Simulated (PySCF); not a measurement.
# Dipole response of B⁺ (boron, charge +1)

[He] 2s1 2p1, high-spin 3P determinant (an excited configuration). All numbers are calculated (PySCF 2.14, scalar relativity by spin-free X2C-1e, in dyall-acv3z (15s9p4d2f, 76 functions)). Coupled (time-dependent) response in atomic units; α is the mean over directions.

| method | mean α (bohr³) | α xx, yy, zz | C₆ (like pair) | S(−4) |
| --- | --- | --- | --- | --- |
| UHF | 7.770 | 9.216, 4.877, 9.216 | 17.86 | 64.76 |
| PBE | 8.059 | 9.358, 5.459, 9.358 | 18.46 | 76.42 |
| PBE0 | 7.969 | 9.327, 5.254, 9.327 | 18.23 | 73.38 |
| r2SCAN0 | 8.028 | 9.502, 5.078, 9.502 | 18.64 | 73.58 |
| M06-L | 8.545 | 10.24, 5.147, 10.24 | 20.20 | 86.94 |

S(−4) is the Cauchy moment in α(ω) = α(0) + S(−4) ω² + …

α(iu) at PBE0:

| u (hartree) | α(iu) (bohr³) |
| --- | --- |
| 0 | 7.969 |
| 0.0500 | 7.791 |
| 0.100 | 7.317 |
| 0.200 | 5.989 |
| 0.300 | 4.740 |
| 0.500 | 3.032 |
| 0.750 | 1.884 |
| 1.00 | 1.269 |
| 1.50 | 0.6822 |
| 2.00 | 0.4262 |
| 3.00 | 0.2151 |
| 5.00 | 0.09061 |

A single London oscillator, α(iu) = α/(1 + u²/ω²), gives C₆ = (3/4) ω α². Matching the computed C₆ needs ω = 4 × 18.23 / (3 × 7.969²) = 0.383 hartree.

For an ion, C₆ is the dispersion term alone; charge-induced terms of lower order in 1/R come first.

The components differ because the open shell of this determinant is not spherical; for a pure term their mean is the scalar polarisability.
